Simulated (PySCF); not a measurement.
dibromo-chloro-fluoromethane (CBr2ClF), SMILES FC(Cl)(Br)Br. Coordinates come from a B3LYP-D3(BJ)/def2-SVP optimisation.

Computed equilibrium geometry at B3LYP-D3(BJ)/def2-SVP (PySCF confirms it by a frequency run) as a Z-matrix, and its point group:
point group Cs.
```
C
F 1 1.3309
Cl 1 1.7751 2 109.06
Br 1 1.9605 2 108.28 3 120.21
Br 1 1.9605 2 108.28 3 -120.21
```
Charge 0, spin multiplicity 1.
